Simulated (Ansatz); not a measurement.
`B[CH2][AlH][GeH3]` + `NB(O)F` → `OB(F)[NH][GeH3]` + `B[CH2][AlH2]`  (cleavage of the Ge–Al bond)

Computed with Ansatz on PBE0-D4/def2-TZVP structures; ΔE is electronic, products minus reactants. CCSD(T)/CBS is the MP2 limit (def2-TZVPP, def2-QZVPP) plus CCSD(T) − MP2 in def2-TZVPP, frozen cores. DFT in def2-TZVPP. B3LYP here is the variant with VWN-RPA as its local correlation; programs differ in this. For Ge outer-core shells are correlated without core-valence functions, which leaves a few kJ/mol of doubt a bond. Scalar relativity is left out up to krypton. One conformer a species, not always the lowest.

| level | ΔE (kJ/mol) | difference from CCSD(T)/CBS |
| --- | --- | --- |
| PBE-D4 | 33.1 | 15.2 |
| r2SCAN-D4 | 25.1 | 7.2 |
| PBE0-D4 | 29.3 | 11.4 |
| B3LYP-D4 | 18.9 | 1.0 |
| ωB97X-V | 13.2 | -4.7 |
| ωB97M-V | 15.4 | -2.5 |
| B2PLYP | 14.8 | -3.1 |
| PBE | 33.9 | 16.0 |
| r2SCAN | 25.1 | 7.2 |
| PBE0 | 29.7 | 11.8 |
| B3LYP | 20.3 | 2.4 |
| HF/def2-TZVPP | 0.3 | -17.6 |
| MP2/def2-TZVPP | 9.0 | -8.9 |
| SCS-MP2/def2-TZVPP | 4.3 | -13.6 |
| CCSD/def2-TZVPP | 12.5 | -5.4 |
| CCSD(T)/def2-TZVPP | 13.5 | -4.4 |
| HF/def2-QZVPP | -0.4 | -18.3 |
| MP2/def2-QZVPP | 11.3 | -6.6 |
| SCS-MP2/def2-QZVPP | 6.2 | -11.7 |
| HF/CBS(def2) | -0.5 | -18.4 |
| MP2/CBS(def2) | 13.5 | -4.4 |
| CCSD/CBS(def2) | 17.0 | -0.9 |
| CCSD(T)/CBS | 17.9 | 0 |

Largest T1 diagnostic among the species: 0.012.

From PBE to PBE0 (25 % exact exchange), in def2-TZVPP and without D4, ΔE moves by −4.2 kJ/mol. In def2-TZVPP, CCSD(T) changes the Hartree–Fock value by +13.2 kJ/mol (the triples alone add +1.0 kJ/mol) and MP2 by +8.7 kJ/mol.
